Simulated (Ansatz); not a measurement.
`F[SiH2][SbH2]`, one more setting.

```yaml
crystal:
  periodic: [false, false, false]
  atoms:
    - {symbol: F, position_ang: [-2.129371, 0.590333, -0.111032]}
    - {symbol: Si, position_ang: [-0.742803, -0.101110, -0.534879]}
    - {symbol: Sb, position_ang: [1.167510, 1.012189, 0.776323]}
    - {symbol: H, position_ang: [-0.875350, -1.556077, -0.273883]}
    - {symbol: H, position_ang: [-0.549593, 0.128203, -1.990255]}
    - {symbol: H, position_ang: [0.945271, -0.069417, 2.079236]}
    - {symbol: H, position_ang: [2.245635, -0.072120, 0.008792]}
basis:
  gaussian: {orbitals: def2-SVP}
hamiltonian: {xc: {name: PBEsol}}
```

```sh
$ ansatz run in.yaml --threads 2 --pin off --events-out ev --progress --plain --max-ram 4352MiB
```

Output, abridged:

```
Functional definition: PBEsol
  name "PBEsol"
  cite "Perdew et al., Phys. Rev. Lett. 100, 136406 (2008) doi:10.1103/PhysRevLett.100.136406"
  cite "Perdew, Burke & Ernzerhof, Phys. Rev. Lett. 77, 3865 (1996) doi:10.1103/PhysRevLett.77.3865"
  parent pbesol
  exchange = pbesol_x
  correlation = pbesol_c
892 factors; their error is unknown
mean field evaluation 1: about -17155.0575 eV, gradient 2.9e1 eV
mean field evaluation 2: about -17151.6130 eV, gradient 5.7e1 eV
mean field evaluation 4: about -17156.6377 eV, gradient 1.9e0 eV
mean field evaluation 8: about -17156.6520 eV, gradient 3.6e-2 eV
mean field evaluation 16: about -17156.6080 eV, gradient 3.9e-5 eV
mean field -17156.60798233 eV, -630.4937141842 hartree, gradient 3.9e-5 eV, S^2 0.000000; 0 other end points of the search recorded, 0 dependent functions left out
reference -17156.60801606 eV, -630.4937154238 hartree; 25, 25 occupied and 53, 53 virtual orbitals, 892 factors
Total energy: -17156.60801606 eV, -630.4937154238 hartree
```

Hardware: 2 threads of an Arm Neoverse V1 on a shared host. Wall time 0.85 s, peak host memory 0.11 GiB.
